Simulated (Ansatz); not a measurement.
`C=C[Si](Cl)(Cl)Cl` + `OB(O)O` → `OB(O)O[Si](Cl)(Cl)Cl` + `C=C`  (ligand exchange at the Si–C bond)

Computed with Ansatz on PBE0-D4/def2-TZVP structures; ΔE is electronic, products minus reactants. CBS: MP2 limit from def2 TZ/QZ plus the TZ coupled-cluster correction, frozen cores. This one scheme is used for every species. Functionals use def2-TZVPP. B3LYP here is the variant with VWN-RPA as its local correlation; programs differ in this. One conformer a species, not always the lowest.

`C=C[Si](Cl)(Cl)Cl`:

Z-matrix (Å, degrees):
```
Si
C 1 1.836
Cl 1 2.037 2 110.3
Cl 1 2.036 2 110.9 3 120.6
Cl 1 2.037 2 110.3 3 -118.8
C 2 1.329 1 123.8 3 -120.6
H 2 1.088 1 116.7 3 59.4
H 6 1.085 2 121.8 1 0.0
H 6 1.086 2 121.6 1 180.0
```

`OB(O)O`:

Z-matrix (Å, degrees):
```
B
O 1 1.366
O 1 1.366 2 120.0
O 1 1.366 2 120.0 3 180.0
H 2 0.960 1 112.2 3 -0.0
H 3 0.960 1 112.2 2 180.0
H 4 0.960 1 112.2 2 0.0
```

`OB(O)O[Si](Cl)(Cl)Cl`:

```xyz
10

O    -0.597   -1.118   -1.260
B     0.487   -0.370   -0.933
O     1.588   -0.348   -1.730
O     0.461    0.374    0.227
Si   -0.613    0.618    1.408
Cl   -1.054   -1.116    2.355
Cl   -2.313    1.444    0.683
Cl    0.239    1.897    2.725
H    -0.483   -1.599   -2.083
H     2.284    0.218   -1.390
```

`C=C`:

Cartesian coordinates in Å:
```
C -0.062 0.258 0.606
C 0.062 -0.258 -0.606
H -0.347 1.293 0.758
H 0.118 -0.333 1.498
H 0.347 -1.294 -0.758
H -0.118 0.333 -1.498
```

```
             level  ΔE (kJ/mol)  difference from CCSD(T)/CBS
            PBE-D4        -79.3                         12.4
         r2SCAN-D4        -92.2                         -0.5
           PBE0-D4        -84.5                          7.2
          B3LYP-D4        -94.6                         -2.9
           ωB97X-V        -92.4                         -0.7
           ωB97M-V        -92.4                         -0.7
            B2PLYP        -93.3                         -1.6
               PBE        -77.9                         13.8
            r2SCAN        -91.5                          0.2
              PBE0        -83.0                          8.7
             B3LYP        -92.6                         -0.9
     HF/def2-TZVPP       -109.3                        -17.6
    MP2/def2-TZVPP        -89.8                          1.9
SCS-MP2/def2-TZVPP        -93.4                         -1.7
   CCSD/def2-TZVPP        -95.5                         -3.8
CCSD(T)/def2-TZVPP        -92.8                         -1.1
     HF/def2-QZVPP       -110.9                        -19.2
    MP2/def2-QZVPP        -89.7                          2.0
SCS-MP2/def2-QZVPP        -93.3                         -1.6
      HF/CBS(def2)       -111.1                        -19.4
     MP2/CBS(def2)        -88.7                          3.0
    CCSD/CBS(def2)        -94.4                         -2.7
       CCSD(T)/CBS        -91.7                            0
```

Largest T1 diagnostic among the species: 0.012.

From PBE to PBE0 (25 % exact exchange), in def2-TZVPP and without D4, ΔE moves by −5.2 kJ/mol. In def2-TZVPP, CCSD(T) changes the Hartree–Fock value by +16.5 kJ/mol (the triples alone add +2.7 kJ/mol) and MP2 by +19.5 kJ/mol.
